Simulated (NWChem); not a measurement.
System: CrO3; SMILES [O]=[Cr](=[O])=[O]

Results from NWChem. Geometry: optimised at PBE0/def2-SVP. Level BLYP/def2-TZVP: single points from the atomic guess with DIIS by default; each run changes one setting, and all converged runs end within 0.3 mHa of each other. NWChem's automatic level shift, which a small gap switches on, acted in some of these runs.

Task: Which setting needs the most SCF iterations, or fails (core-Hamiltonian guess; defaults; DIIS on 3 Fock matrices; level shift of 0.5 Ha throughout; DIIS on 20 Fock matrices)?

Result: level shift of 0.5 Ha throughout, with 72 against 15 for the defaults.
```tsv
setting	SCF iterations
defaults	15
level shift of 0.5 Ha throughout	72
core-Hamiltonian guess	26
DIIS on 3 Fock matrices	20
DIIS on 20 Fock matrices	15
```
